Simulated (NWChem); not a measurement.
System: Si2PH6, doublet; SMILES [SiH3][P][SiH3]

```xyz
9

Si     1.6490     0.0282     0.4296
P      0.0000     0.0000    -1.1314
Si    -1.6490    -0.0282     0.4296
H      2.9635    -0.3193    -0.2128
H      1.7453     1.4142     1.0167
H      1.3797    -0.9401     1.5544
H     -1.7453    -1.4142     1.0167
H     -2.9635     0.3193    -0.2128
H     -1.3797     0.9401     1.5544
```
Atoms are numbered in this order, from 1.

Level: PBE-D3(BJ)/def2-SVP, spin-unrestricted (NWChem), optimised geometry, unscaled harmonic frequencies. 

List the harmonic frequencies with IR intensities, and the thermochemistry.


| frequency (cm⁻¹) | IR intensity (km/mol) |
|---|---|
| 80 | 0.0 |
| 81 | 0.2 |
| 127 | 0.4 |
| 421 | 0.0 |
| 440 | 6.0 |
| 465 | 29.4 |
| 496 | 0.0 |
| 523 | 17.3 |
| 599 | 2.1 |
| 831 | 313.7 |
| 868 | 114.3 |
| 886 | 77.7 |
| 894 | 10.1 |
| 900 | 14.1 |
| 902 | 63.6 |
| 2132 | 17.3 |
| 2139 | 62.2 |
| 2142 | 6.5 |
| 2147 | 135.4 |
| 2171 | 156.2 |
| 2172 | 31.7 |

| Item | Result |
|---|---|
| zero-point energy | 30.6 kcal/mol |
| thermal correction to the enthalpy at 298.15 K (with zero-point energy) | 35.5 kcal/mol |
| heat capacity Cv | 22.6 cal/(mol K) |
| entropy at 298.15 K and 1 atm (symmetry number 2, electronic part: spin degeneracy alone) | 81.6 cal/(mol K) |
| dipole moment | 0.67 D |

Rigid rotor and harmonic oscillator; modes under 100 cm⁻¹ make the entropy uncertain.
